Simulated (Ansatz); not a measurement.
Species: C2HClF2, net charge 0, singlet state. SMILES: ClC=C(F)F
Geometry: optimised at B3LYP-D3(BJ)/def2-TZVP (Ansatz, a program for electronic structure).

Cost and error of B3LYP with Ansatz in habitual basis sets for the enthalpy of formation at 298 K (kcal/mol). Set-up: UHF or UKS for open shells; 6-311+G** with 5d, 6d on Na to Ar in Ansatz; six Cartesian d functions in 6-31G* and its kin unless marked 5d; non-relativistic; no dispersion term unless named; LANL2DZ with its own core potentials from Na on; spin-orbit terms left out. Ab initio and DFT rows: single points at B3LYP-D3(BJ) geometries (Ansatz), with unscaled harmonic terms from B3LYP/6-31G* (Ansatz) at its own minima, enthalpies of formation by atomisation with measured atoms. Costs are core time of energy and forces over that of the cheapest set, on one shared machine, to one figure and rough; under a factor of 2 they don't order.

Measured values: CRC Handbook, as tabulated in the package chemicals; they hold spin-orbit and core effects, anharmonicity. For FC(F)=CCl (enthalpy of formation at 298 K) the tabulated value and CCSD(T)/CBS(cc-pV(T+d)Z,cc-pV(Q+d)Z) (Ansatz) part by 8.4 kcal/mol: another conformer or state, missing terms or a fault of the table's entry are possible. 

Value to compare with: -75.4 kcal/mol.

```csv
level,relative cost,enthalpy of formation at 298 K (kcal/mol),error
B3LYP/STO-3G,1×,-118.6,-43.2
B3LYP/3-21G,1×,-55.0,20.4
B3LYP/6-31G,2×,-33.0,42.4
B3LYP/6-31G*,2×,-82.3,-6.9
B3LYP/LANL2DZ,2×,-15.1,60.3
B3LYP/cc-pVDZ,2×,-72.4,3.0
B3LYP/6-31G**,3×,-83.3,-7.9
B3LYP/def2-SVP,3×,-89.1,-13.7
B3LYP/6-31+G*,4×,-68.3,7.1
B3LYP/6-311+G**,5×,-68.4,7.0
```

The dearest set gives 7.0 kcal/mol. A small set can land close by cancelling terms.
